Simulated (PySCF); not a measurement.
Excitation energies in several basis sets

Species: C₂H₅NOSi.
SMILES with atom numbers: `[CH3:1][Si@H:2]([OH:3])[C:4]#[N:5]` (hydrogens: H6, H7, H8 on C1; H9 on Si2; H10 on O3)

TDDFT with PBE0 (PySCF), vertical singlets, core orbitals frozen in the response, spherical d and f functions. Geometry: PBE0-D3(BJ)/def2-SVP, one conformer, isolated molecule.

```json
{"basis": "6-31G*", "functions": "84", "diffuse": "no", "S1 (eV)": "6.88", "S2 (eV)": "7.24", "S3 (eV)": "7.42", "S4 (eV)": "7.50", "S5 (eV)": "7.86", "LUMO (eV)": "-0.42", "α (au)": "45.5"}
{"basis": "def2-SVP", "functions": "99", "diffuse": "no", "S1 (eV)": "6.92", "S2 (eV)": "7.28", "S3 (eV)": "7.44", "S4 (eV)": "7.51", "S5 (eV)": "7.87", "LUMO (eV)": "-0.48", "α (au)": "46.9"}
{"basis": "6-31+G*", "functions": "104", "diffuse": "yes", "S1 (eV)": "6.78", "S2 (eV)": "7.14", "S3 (eV)": "7.31", "S4 (eV)": "7.39", "S5 (eV)": "7.70", "LUMO (eV)": "-0.90", "α (au)": "52.1"}
{"basis": "def2-SVPD", "functions": "147", "diffuse": "yes", "S1 (eV)": "6.81", "S2 (eV)": "7.20", "S3 (eV)": "7.32", "S4 (eV)": "7.40", "S5 (eV)": "7.75", "LUMO (eV)": "-0.83", "α (au)": "56.4"}
{"basis": "aug-cc-pVDZ", "functions": "164", "diffuse": "yes", "S1 (eV)": "6.76", "S2 (eV)": "7.12", "S3 (eV)": "7.27", "S4 (eV)": "7.36", "S5 (eV)": "7.69", "LUMO (eV)": "-0.90", "α (au)": "57.6"}
{"basis": "def2-TZVP", "functions": "191", "diffuse": "no", "S1 (eV)": "6.76", "S2 (eV)": "7.15", "S3 (eV)": "7.26", "S4 (eV)": "7.34", "S5 (eV)": "7.71", "LUMO (eV)": "-0.79", "α (au)": "53.7"}
{"basis": "def2-TZVPD", "functions": "239", "diffuse": "yes", "S1 (eV)": "6.73", "S2 (eV)": "7.11", "S3 (eV)": "7.22", "S4 (eV)": "7.31", "S5 (eV)": "7.65", "LUMO (eV)": "-0.91", "α (au)": "57.4"}
```

Task: How much do these states and the polarisability depend on the basis?

Result: States are compared by their number. Against the largest diffuse basis here (def2-TZVPD, itself not a converged limit), sets without diffuse functions differ by up to 0.19 eV in S1 and 0.21 eV in S5; the smaller diffuse sets differ by up to 0.08 and 0.10 eV. State by state, the largest deviation of a set without diffuse functions is S1 0.19, S2 0.17, S3 0.21, S4 0.20, S5 0.21 eV. The same number needn't mean the same state in each row. Against def2-TZVPD the polarisability deviates by -21% in 6-31G*, -18% in def2-SVP, -9% in 6-31+G*, -2% in def2-SVPD, 0% in aug-cc-pVDZ, -6% in def2-TZVP. A single + in a Pople set puts diffuse functions on heavy atoms only.
